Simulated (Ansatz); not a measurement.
Question: Name a neutral molecule of C, Mg, O and H with size of the dipole moment (B3LYP/def2-TZVPP) between 0.00 and 0.30 D and HOMO–LUMO gap (PBE0/def2-TZVPP) between 5.85 and 6.15 eV (Ansatz, PBE0-D4/def2-TZVP geometry).

Answer: `CC(C)(C)[O][Mg][O]C(C)(C)C` (0.01 D, 6.09 eV); `C[CH2][Mg][OH]` (0.13 D, 5.94 eV); `C[O][Mg][O]C` (0.00 D, 6.03 eV); `CC(C)[O][Mg][O]C(C)C` (0.01 D, 6.07 eV). Other molecules can fit too; these were computed, each in one conformer that needn't be the lowest.

B3LYP here is the variant with VWN-RPA as its local correlation; programs differ in this.
